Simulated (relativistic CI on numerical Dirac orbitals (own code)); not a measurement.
Hyperfine structure of Pr⁴⁺, mass number 141

Computed by Dirac-Coulomb-Breit CI, separate exchange-only KLI orbitals for each configuration, model QED, valence Slater integrals scaled by 0.85, P86 correlation energy added to each configuration (own radial code, finite nucleus).

Configurations in the expansion (outside the closed core [Kr] 4d10): 4f 5s2 5p6, 5s2 5p6 5d, 4f 5s2 5p5 5d, 4f2 5s2 5p5, 5s2 5p6 6s, 5s2 5p6 6p, 4f 5s2 5p5 5f, 4f 5s 5p6 5d, 5s2 5p6 6d, 4f 5s2 5p5 5g, 4f 5s2 5p5 6s, 5s2 5p6 7s, 5s2 5p6 5f. Double excitations out of closed p, d and f shells are left out; levels of such configurations are missing from the list, as are those of other unlisted configurations, and high levels can miss mixing partners.

Nuclear spin I = 5/2, μ = 4.266 μN, Q = -0.0589 b (tables of Stone and Pyykkö). The electronic factors are computed for point nuclear moments, without core polarisation; leaving it out makes A of s and p electrons in near-neutral atoms 20 to 40 % too small, and it can dominate for d and f shells.

| Level | E (eV) | A (MHz) | B (MHz) |
| --- | --- | --- | --- |
| 4f 5s2 5p6 2F°_5/2 | 0.0000 | 1251 | -44.8 |
| 4f 5s2 5p6 2F°_7/2 | 0.3562 | 686.4 | -50.9 |
| 4f2 5s2 5p5 4G°_5/2 | 12.4741 | 185.6 | 90.3 |
| 4f2 5s2 5p5 4G°_7/2 | 12.7357 | 466.3 | 43.9 |
| 4f2 5s2 5p5 4G°_9/2 | 13.0543 | 554.4 | 44.2 |
| 4f2 5s2 5p5 4G°_11/2 | 13.4388 | 668.6 | 83.3 |
| 4f2 5s2 5p5 4I°_13/2 | 13.5961 | 1655 | 249 |
| 4f2 5s2 5p5 4I°_11/2 | 13.6070 | 2013 | 247 |

Levels with J = 0, under 50 % of one LS term, or S terms without an open s electron are left out. Small factors come from cancelling terms and can be off by tens of per cent or more.

At this charge configurations can still be misplaced by up to about 7 % of their energy. Levels and lines within the n = 5 or 6 shells can be off by up to 10 % or somewhat more, and those that change n by about 2 %, since core polarisation is missing. 5 of the 5 excited levels that our extract of the measured tables holds in this range could be paired (the sources list more); they are missed by 1952 cm⁻¹ on average and 2859 at most, and levels without a partner can miss by more. Levels that differ in their count of f electrons can be misplaced by several ten thousand cm⁻¹, since the correlation energy of f electrons is missing or only estimated; rates across such gaps can be off by orders of magnitude.

(1) Give the hyperfine levels of 4f 5s2 5p6 2F°_5/2 relative to its centre of gravity.

## Answers

(1) With K = F(F + 1) − I(I + 1) − J(J + 1), E = AK/2 + B[¾K(K + 1) − I(I + 1)J(J + 1)]/[2I(2I − 1)J(2J − 1)]: F = 0: -10980, F = 1: -9714, F = 2: -7195, F = 3: -3427, F = 4: 1579, F = 5: 7806 MHz.

LS names give the leading component of a level, which can be under half, so a name can repeat, a term be missing and a line seem to break the LS rules.
